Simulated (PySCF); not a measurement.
NMR data simulated for an unnamed compound:

1H NMR (500 MHz, computed): δ 6.43 (br s, 1H), 5.30 (br, 1H), 5.15 (br, 2H), 0.98 (m, 2H), 0.98 (m, 3H).

13C{1H} NMR (computed): δ 14.9 (CH2), 9.8 (CH3).

- NMR shieldings at HF/pcSseg-2/GIAO
- geometry from PBE0-D3(BJ)/def2-SVP
- spin–spin couplings from B3LYP/pcJ-1 (spin–dipole term only in couplings to heteroatoms)
- program: PySCF
- gas phase, rapidly exchanging positions averaged, non-relativistic, one computed conformer

δ = σ(ref) − σ, references computed at the same level: 1H (σ = 31.68 ppm), 13C (σ = 191.47 ppm) vs TMS.

Problem. Which of these does the molecule contain: a ketone, a CH3CH2 unit, a tert-butyl group, a Si–H bond, an NH or NH2 group?

Solution. 
- A ketone: no.
- A CH3CH2 unit: yes (δC 9.8, 14.9; δH 0.98 (m), 0.98 (m)).
- A tert-butyl group: no.
- A Si–H bond: no.
- An NH or NH2 group: yes (δH 6.43 (br s)).

The data belong to `BNBCC`, C$_{2}$H$_{9}$B$_{2}$N; they needn't prove each group on their own.

Carbon signals by region: 2 below 50 ppm.

Exchangeable OH/NH protons stand at their gas-phase positions; hydrogen bonding in a real sample shifts them, mostly to higher δ. Hydrogens on boron are broadened and split by 11B (spin 3/2, 80 %) and 10B (spin 3). A carbon bonded to boron is broadened by the quadrupolar boron nucleus and is often missing from a measured spectrum. Splittings below 1 Hz are ignored in the labels, and close J values are merged. Unscaled 3J(H,H) at this level run about 10 % above measured values. Shifts are as computed, not scaled to solution data. Of 1309 compounds with measured shifts, 239 miss one by over three times the rms of a fit or turn the order of signals round; such compounds aren't used in these exercises. Couplings to exchangeable protons are dropped. Only one conformer was computed, so three-bond couplings in flexible chains and rings are approximate.
